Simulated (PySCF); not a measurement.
**Computed spin Hamiltonian**

C6H7S (doublet state).
Structure used (GFN2-xTB), in Å, numbered top down from 1:
```xyz
14
C6H7S angstrom
C      2.7668    0.4533   -0.5060
C      1.4751    0.1717   -0.2043
C      0.9612   -0.7779    0.7056
C     -0.4225   -0.7973    0.7623
C     -1.0378    0.1076   -0.0744
C     -2.4914    0.3416   -0.2547
S      0.1278    1.0268   -0.9733
H      3.0252    1.2073   -1.2257
H      3.5673   -0.0793   -0.0251
H      1.6072   -1.4117    1.2849
H     -0.9849   -1.4574    1.4006
H     -2.7847    0.1683   -1.2907
H     -2.7496    1.3724   -0.0093
H     -3.0604   -0.3259    0.3881
```

The hyperfine couplings belong to this conformer and change with its torsions.

Identity: `[CH2]c1ccc(C)s1` [radical].

Level of theory: UKS B3LYP, pcH-1 on C H S, non-relativistic, mean-field spin-orbit, GIAO in PySCF 2.14.0. Isolated species at its GFN2-xTB geometry, gas phase. A GFN2-xTB geometry isn't a minimum of the functional, and hyperfine couplings can be far from their values at a DFT geometry. The SCF solution wasn't tested for stability. ⟨S²⟩ is 0.780 where a pure state has 0.75.

```json
{
 "g1, g2, g3": "2.00215, 2.00229, 2.00499",
 "g_iso": "2.00314",
 "Form of g": "close to axial: the two nearest values differ by 5 % of g3 − g1",
 "⟨S²⟩": "0.7797 (exact 0.7500)",
 "HOMO–LUMO gap, α and β orbitals": "4.72, 4.54 eV"
}
```

Isotropic coupling and dipolar principal values T1 to T3, in mT; ρ(0) is the spin density at the nucleus (MHz turned into mT with g_iso):

```
atom  isotope  a_iso  of which spin–orbit     T1     T2    T3  Mulliken spin population  ρ(0) (bohr⁻³)
  C1      13C   1.72                 0.00  -1.67  -1.63  3.29                      0.61         0.0429
  C2      13C  -1.48                 0.00  -0.84   0.33  0.51                     -0.20        -0.0368
  C3      13C   1.26                 0.00  -1.11  -1.10  2.21                      0.40         0.0314
  C4      13C  -1.00                 0.00  -0.58   0.25  0.32                     -0.15        -0.0249
  C5      13C   1.32                 0.00  -1.14  -1.11  2.25                      0.35         0.0328
  C6      13C  -0.48                 0.00  -0.03   0.00  0.03                     -0.03        -0.0120
  S7      33S   0.06                 0.00  -0.27  -0.14  0.41                      0.05         0.0048
  H8       1H  -1.33                 0.00  -0.78  -0.01  0.80                     -0.03        -0.0084
  H9       1H  -1.31                 0.00  -0.74  -0.03  0.77                     -0.03        -0.0082
 H10       1H  -0.91                 0.00  -0.48  -0.05  0.53                     -0.02        -0.0057
 H11       1H   0.22                 0.00  -0.11  -0.01  0.12                      0.00         0.0014
 H12       1H   1.50                 0.00  -0.07  -0.06  0.13                      0.02         0.0094
 H13       1H   1.50                 0.00  -0.07  -0.06  0.13                      0.02         0.0094
 H14       1H   0.04                 0.00  -0.08  -0.06  0.14                      0.00         0.0003
```

Largest spin populations (Mulliken): C1 (+0.61), C3 (+0.40), C5 (+0.35) and C2 (-0.20). Three atoms exceed +0.15. The angles at C1 add up to 360.0°, so it is planar.

Axes: g2 points within 6° of the C5–S7 bond and g3 points within 5° of the C1–H9 bond.

Under fast tumbling the dipolar parts average out, and these isotropic splittings remain: 1 × 1H (H8, I = 1/2, 2 lines) with 1.33 mT, 1 × 1H (H9, I = 1/2, 2 lines) with 1.31 mT, 3 × 1H (H12/H13/H14, I = 1/2, 4 lines) with 1.01 mT, 1 × 1H (H10, I = 1/2, 2 lines) with 0.91 mT and 1 × 1H (H11, I = 1/2, 2 lines) with 0.22 mT.

Means are taken over nuclei equivalent by connectivity, which assumes that they swap fast. H8 and H9 aren't averaged: C1 is flat or nearly so (angle sum 360°), and its turn about the short C1–C2 bond (1.36 Å) is taken as slow. The three 1H nuclei of mean +28.4 MHz run from 1.2 to 42.1 MHz in the frozen geometry.

The 13C coupling of C1 (48.1 MHz) shows only in satellite lines or after enrichment, since that isotope makes up about 1.07 % of natural carbon.
